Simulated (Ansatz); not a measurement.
Ansatz (a program for electronic structure) input (B3LYP-D3(BJ)/def2-TZVP):

Ansatz 0.2 input:
```yaml
crystal:
  periodic: [false, false, false]
  atoms:
    - {symbol: C, position_ang: [-4.02398704, 0.69800564, -0.42314048]}
    - {symbol: C, position_ang: [-2.63203281, 0.91684219, 0.16232699]}
    - {symbol: C, position_ang: [-1.61611800, -0.12222477, -0.30637080]}
    - {symbol: C, position_ang: [-0.22191516, 0.08963301, 0.28131785]}
    - {symbol: C, position_ang: [0.77841181, -0.95448278, -0.19964380]}
    - {symbol: S, position_ang: [2.45132780, -0.80504277, 0.50000519]}
    - {symbol: C, position_ang: [3.01480643, 0.71624216, -0.30868972]}
    - {symbol: H, position_ang: [-4.72891528, 1.45378513, -0.07215170]}
    - {symbol: H, position_ang: [-4.00285433, 0.74366553, -1.51471211]}
    - {symbol: H, position_ang: [-4.41860925, -0.28138080, -0.14202533]}
    - {symbol: H, position_ang: [-2.27375268, 1.91591259, -0.10643952]}
    - {symbol: H, position_ang: [-2.68631201, 0.89773285, 1.25550698]}
    - {symbol: H, position_ang: [-1.55818347, -0.10213366, -1.40050183]}
    - {symbol: H, position_ang: [-1.97423499, -1.12308176, -0.04005610]}
    - {symbol: H, position_ang: [0.13134900, 1.08951753, 0.01401768]}
    - {symbol: H, position_ang: [-0.26881837, 0.06028162, 1.37316365]}
    - {symbol: H, position_ang: [0.85646068, -0.94592958, -1.29003584]}
    - {symbol: H, position_ang: [0.44900146, -1.95493648, 0.08902801]}
    - {symbol: H, position_ang: [4.05653531, 0.85616615, -0.02350050]}
    - {symbol: H, position_ang: [2.44455942, 1.58523999, 0.01659462]}
    - {symbol: H, position_ang: [2.95753819, 0.62175231, -1.39377119]}
basis:
  gaussian:
    orbitals: def2-TZVP
hamiltonian:
  xc: b3lyp
  dispersion: d3bj
phonons: {temperatures: {t_min: 298.15, t_max: 298.15, t_step: 100}}
```

Output:

```
Functional definition: B3LYP
integrals: 0.33 GiB planned
1967 factors; their error is unknown
0.37 GiB of the device are held for the grids
1.86 GiB of device memory are held for the factors and their scratch space
mean field: 2.13 GiB planned
mean field evaluation 1: about -17270.2371 eV, gradient 9.1e1 eV
mean field evaluation 2: about -17252.5992 eV, gradient 1.2e2 eV
mean field evaluation 4: about -17289.8353 eV, gradient 6.0e0 eV
mean field evaluation 8: about -17289.9154 eV, gradient 4.4e-1 eV
mean field evaluation 16: about -17289.8845 eV, gradient 9.8e-3 eV
mean field -17289.88448389 eV, -635.3915352783 hartree, gradient 1.5e-5 eV, S^2 0.000000; 0 other end points of the search recorded, 0 dependent functions left out
the calculation of the forces begins
reference -17289.88485009 eV, -635.3915487360 hartree; 33, 33 occupied and 274, 274 virtual orbitals, 1967 factors
these checks for a lower state are left out or cut short: stability, starts, cluster_reference, orbital_swaps, neighbouring_geometries, increment
integrals: 0.33 GiB planned
1967 factors; their error is unknown
0.37 GiB of the device are held for the grids
1.86 GiB of device memory are held for the factors and their scratch space
mean field: 2.13 GiB planned
mean field -17289.88428359 eV, -635.3915279174 hartree, gradient 2.5e-6 eV, S^2 0.000000; 0 other end points of the search recorded, 0 dependent functions left out
the calculation of the forces begins
reference -17289.88464986 eV, -635.3915413777 hartree; 33, 33 occupied and 274, 274 virtual orbitals, 1967 factors
these checks for a lower state are left out or cut short: stability, starts, cluster_reference, orbital_swaps, neighbouring_geometries, increment
integrals: 0.33 GiB planned
1967 factors; their error is unknown
0.37 GiB of the device are held for the grids
1.86 GiB of device memory are held for the factors and their scratch space
mean field: 2.13 GiB planned
mean field evaluation 32: about -17289.8844 eV, gradient 5.5e-4 eV
mean field -17289.88439006 eV, -635.3915318302 hartree, gradient 2.5e-6 eV, S^2 0.000000; 0 other end points of the search recorded, 0 dependent functions left out
the calculation of the forces begins
reference -17289.88475619 eV, -635.3915452852 hartree; 33, 33 occupied and 274, 274 virtual orbitals, 1967 factors
these checks for a lower state are left out or cut short: stability, starts, cluster_reference, orbital_swaps, neighbouring_geometries, increment
integrals: 0.33 GiB planned
1967 factors; their error is unknown
0.37 GiB of the device are held for the grids
1.86 GiB of device memory are held for the factors and their scratch space
mean field: 2.13 GiB planned
mean field -17289.88432644 eV, -635.3915294921 hartree, gradient 2.5e-6 eV, S^2 0.000000; 0 other end points of the search recorded, 0 dependent functions left out
the calculation of the forces begins
reference -17289.88469265 eV, -635.3915429503 hartree; 33, 33 occupied and 274, 274 virtual orbitals, 1967 factors
these checks for a lower state are left out or cut short: stability, starts, cluster_reference, orbital_swaps, neighbouring_geometries, increment
integrals: 0.33 GiB planned
1967 factors; their error is unknown
0.37 GiB of the device are held for the grids
1.86 GiB of device memory are held for the factors and their scratch space
mean field: 2.13 GiB planned
mean field -17289.88430009 eV, -635.3915285239 hartree, gradient 2.5e-6 eV, S^2 0.000000; 0 other end points of the search recorded, 0 dependent functions left out
[...]
0.37 GiB of the device are held for the grids
1.86 GiB of device memory are held for the factors and their scratch space
mean field: 2.13 GiB planned
mean field -17289.88444694 eV, -635.3915339204 hartree, gradient 2.5e-6 eV, S^2 0.000000; 0 other end points of the search recorded, 0 dependent functions left out
the calculation of the forces begins
reference -17289.88481317 eV, -635.3915473793 hartree; 33, 33 occupied and 274, 274 virtual orbitals, 1967 factors
these checks for a lower state are left out or cut short: stability, starts, cluster_reference, orbital_swaps, neighbouring_geometries, increment
integrals: 0.33 GiB planned
1967 factors; their error is unknown
0.37 GiB of the device are held for the grids
1.86 GiB of device memory are held for the factors and their scratch space
mean field: 2.13 GiB planned
mean field -17289.88438384 eV, -635.3915316014 hartree, gradient 2.5e-6 eV, S^2 0.000000; 0 other end points of the search recorded, 0 dependent functions left out
the calculation of the forces begins
reference -17289.88475000 eV, -635.3915450578 hartree; 33, 33 occupied and 274, 274 virtual orbitals, 1967 factors
these checks for a lower state are left out or cut short: stability, starts, cluster_reference, orbital_swaps, neighbouring_geometries, increment
integrals: 0.33 GiB planned
1967 factors; their error is unknown
0.37 GiB of the device are held for the grids
1.86 GiB of device memory are held for the factors and their scratch space
mean field: 2.13 GiB planned
mean field -17289.88445926 eV, -635.3915343733 hartree, gradient 2.5e-6 eV, S^2 0.000000; 0 other end points of the search recorded, 0 dependent functions left out
the calculation of the forces begins
reference -17289.88482546 eV, -635.3915478309 hartree; 33, 33 occupied and 274, 274 virtual orbitals, 1967 factors
these checks for a lower state are left out or cut short: stability, starts, cluster_reference, orbital_swaps, neighbouring_geometries, increment
integrals: 0.33 GiB planned
1967 factors; their error is unknown
0.37 GiB of the device are held for the grids
1.86 GiB of device memory are held for the factors and their scratch space
mean field: 2.13 GiB planned
mean field -17289.88446214 eV, -635.3915344792 hartree, gradient 2.5e-6 eV, S^2 0.000000; 0 other end points of the search recorded, 0 dependent functions left out
the calculation of the forces begins
reference -17289.88482835 eV, -635.3915479369 hartree; 33, 33 occupied and 274, 274 virtual orbitals, 1967 factors
these checks for a lower state are left out or cut short: stability, starts, cluster_reference, orbital_swaps, neighbouring_geometries, increment
integrals: 0.33 GiB planned
1967 factors; their error is unknown
0.37 GiB of the device are held for the grids
1.86 GiB of device memory are held for the factors and their scratch space
mean field: 2.13 GiB planned
mean field evaluation 864: about -17289.8837 eV, gradient 7.1e-1 eV
mean field -17289.88449933 eV, -635.3915358459 hartree, gradient 2.5e-6 eV, S^2 0.000000; 0 other end points of the search recorded, 0 dependent functions left out
the calculation of the forces begins
reference -17289.88486555 eV, -635.3915493041 hartree; 33, 33 occupied and 274, 274 virtual orbitals, 1967 factors
these checks for a lower state are left out or cut short: stability, starts, cluster_reference, orbital_swaps, neighbouring_geometries, increment
integrals: 0.33 GiB planned
1967 factors; their error is unknown
0.37 GiB of the device are held for the grids
1.86 GiB of device memory are held for the factors and their scratch space
mean field: 2.13 GiB planned
mean field -17289.88444077 eV, -635.3915336938 hartree, gradient 2.5e-6 eV, S^2 0.000000; 0 other end points of the search recorded, 0 dependent functions left out
the calculation of the forces begins
reference -17289.88480696 eV, -635.3915471509 hartree; 33, 33 occupied and 274, 274 virtual orbitals, 1967 factors
these checks for a lower state are left out or cut short: stability, starts, cluster_reference, orbital_swaps, neighbouring_geometries, increment
integrals: 0.33 GiB planned
1967 factors; their error is unknown
0.37 GiB of the device are held for the grids
1.86 GiB of device memory are held for the factors and their scratch space
mean field: 2.13 GiB planned
mean field -17289.88448350 eV, -635.3915352640 hartree, gradient 2.5e-6 eV, S^2 0.000000; 0 other end points of the search recorded, 0 dependent functions left out
the calculation of the forces begins
reference -17289.88484970 eV, -635.3915487216 hartree; 33, 33 occupied and 274, 274 virtual orbitals, 1967 factors
these checks for a lower state are left out or cut short: stability, starts, cluster_reference, orbital_swaps, neighbouring_geometries, increment
integrals: 0.33 GiB planned
1967 factors; their error is unknown
0.37 GiB of the device are held for the grids
1.86 GiB of device memory are held for the factors and their scratch space
mean field: 2.13 GiB planned
mean field -17289.88445279 eV, -635.3915341354 hartree, gradient 2.5e-6 eV, S^2 0.000000; 0 other end points of the search recorded, 0 dependent functions left out
the calculation of the forces begins
reference -17289.88481899 eV, -635.3915475931 hartree; 33, 33 occupied and 274, 274 virtual orbitals, 1967 factors
these checks for a lower state are left out or cut short: stability, starts, cluster_reference, orbital_swaps, neighbouring_geometries, increment
integrals: 0.33 GiB planned
1967 factors; their error is unknown
0.37 GiB of the device are held for the grids
1.86 GiB of device memory are held for the factors and their scratch space
mean field: 2.13 GiB planned
mean field evaluation 896: about -17289.8844 eV, gradient 2.5e-6 eV
mean field -17289.88436407 eV, -635.3915308750 hartree, gradient 2.5e-6 eV, S^2 0.000000; 0 other end points of the search recorded, 0 dependent functions left out
the calculation of the forces begins
reference -17289.88473022 eV, -635.3915443308 hartree; 33, 33 occupied and 274, 274 virtual orbitals, 1967 factors
these checks for a lower state are left out or cut short: stability, starts, cluster_reference, orbital_swaps, neighbouring_geometries, increment
integrals: 0.33 GiB planned
1967 factors; their error is unknown
0.37 GiB of the device are held for the grids
1.86 GiB of device memory are held for the factors and their scratch space
mean field: 2.13 GiB planned
mean field -17289.88440306 eV, -635.3915323078 hartree, gradient 2.5e-6 eV, S^2 0.000000; 0 other end points of the search recorded, 0 dependent functions left out
the calculation of the forces begins
reference -17289.88476931 eV, -635.3915457672 hartree; 33, 33 occupied and 274, 274 virtual orbitals, 1967 factors
Total energy: -17290.69625739 eV, -635.4213674043 hartree
Atom 0 at    -4.023987     0.698006    -0.423140 Å, force    -0.000210     0.000113    -0.000132 eV/Å
Atom 1 at    -2.632033     0.916842     0.162327 Å, force    -0.000036     0.000108     0.000094 eV/Å
Atom 2 at    -1.616118    -0.122225    -0.306371 Å, force    -0.000268    -0.000258    -0.000066 eV/Å
Atom 3 at    -0.221915     0.089633     0.281318 Å, force     0.000354     0.000006    -0.000057 eV/Å
Atom 4 at     0.778412    -0.954483    -0.199644 Å, force    -0.000729    -0.000425     0.000136 eV/Å
Atom 5 at     2.451328    -0.805043     0.500005 Å, force     0.000020    -0.000043    -0.000116 eV/Å
Atom 6 at     3.014806     0.716242    -0.308690 Å, force     0.000996     0.000293    -0.000341 eV/Å
Atom 7 at    -4.728915     1.453785    -0.072152 Å, force    -0.000067     0.000092     0.000013 eV/Å
Atom 8 at    -4.002854     0.743666    -1.514712 Å, force     0.000080     0.000029    -0.000030 eV/Å
Atom 9 at    -4.418609    -0.281381    -0.142025 Å, force    -0.000078     0.000022    -0.000041 eV/Å
Atom 10 at    -2.273753     1.915913    -0.106440 Å, force     0.000117    -0.000105     0.000031 eV/Å
Atom 11 at    -2.686312     0.897733     1.255507 Å, force    -0.000040     0.000000    -0.000009 eV/Å
Atom 12 at    -1.558183    -0.102134    -1.400502 Å, force     0.000100    -0.000114    -0.000039 eV/Å
Atom 13 at    -1.974235    -1.123082    -0.040056 Å, force     0.000066     0.000110     0.000099 eV/Å
Atom 14 at     0.131349     1.089518     0.014018 Å, force    -0.000189    -0.000030     0.000170 eV/Å
Atom 15 at    -0.268818     0.060282     1.373164 Å, force    -0.000088    -0.000084     0.000124 eV/Å
Atom 16 at     0.856461    -0.945930    -1.290036 Å, force     0.000374     0.000185     0.000425 eV/Å
Atom 17 at     0.449001    -1.954936     0.089028 Å, force     0.000076     0.000069    -0.000236 eV/Å
Atom 18 at     4.056535     0.856166    -0.023501 Å, force    -0.000231     0.000206     0.000030 eV/Å
Atom 19 at     2.444559     1.585240     0.016595 Å, force    -0.000065    -0.000096    -0.000019 eV/Å
Atom 20 at     2.957538     0.621752    -1.393771 Å, force    -0.000182    -0.000081    -0.000038 eV/Å
Dipole moment:    -0.197855     0.209301    -0.194165 e Å
Vibrations: 49.23 63.52 109.16 122.42 133.66 175.77 232.79 245.95 303.82 343.02 455.92 694.97 733.22 749.04 752.90 832.48 907.86 943.56 969.51 992.73 1014.78 1045.20 1066.89 1109.42 1129.44 1229.03 1246.49 1293.39 1313.32 1330.30 1335.66 1356.87 1373.54 1399.87 1416.02 1463.52 1469.61 1485.21 1487.94 1491.69 1499.93 1502.42 1513.65 3000.66 3013.72 3019.93 3024.84 3025.93 3031.70 3036.90 3042.71 3060.54 3083.12 3085.79 3090.80 3108.29 3126.76 cm⁻¹, zero-point energy 5.153863 eV
```
